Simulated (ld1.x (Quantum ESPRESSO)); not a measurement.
Configuration tests for Xe (Z = 54) (TM)

```
Element                 : xenon (Xe)
Generator               : ld1.x (Quantum ESPRESSO) 7.5
Type                    : norm-conserving Troullier–Martins (Kleinman–Bylander form)
Functional              : BLYP
Relativity              : fully relativistic
Frozen core             : [Kr]
Valence charge          : 18
Reference configuration : 4d10 5s2 5p6
Partial waves           : 5s (bound): rc 1.60 bohr; 4d (bound): rc 1.00 bohr; 5p (bound): rc 1.90 bohr
Local potential         : the p channel
Core correction         : Bessel-smoothed model core inside 0.60 bohr
```

Open shells are filled in proportion to 2j + 1 (rel_dist='average').

Energies are relative to the spin-unpolarised reference configuration 4d10 5s2 5p6; without spin polarisation the order of configurations can differ from experiment. The p channel is local and has no spin–orbit splitting in the pseudo-atom.

```csv
valence configuration,charge,ΔE all-electron (eV),error AE − PS (meV)
4d10 5s2 5p5,+1,12.385,+27
4d10 5s2 5p4,+2,33.991,+61
4d10 5s2 5p3,+3,65.600,+112
4d10 5s2 5p2,+4,107.863,+184
4d10 5s1 5p6,+1,24.516,+3.8
```

Problem. What are ΔE and the potential's error for 4d10 5s2 5p5.5?

Solution. ΔE = 5.096 eV all-electron; the error (AE − PS) is +13 meV.

Problem. What are ΔE and the potential's error for 4d9 5s2 5p6?

Solution. ΔE = 67.433 eV all-electron; the error (AE − PS) is -483 meV.

The potential misses its own reference levels by up to 0.9 eV.
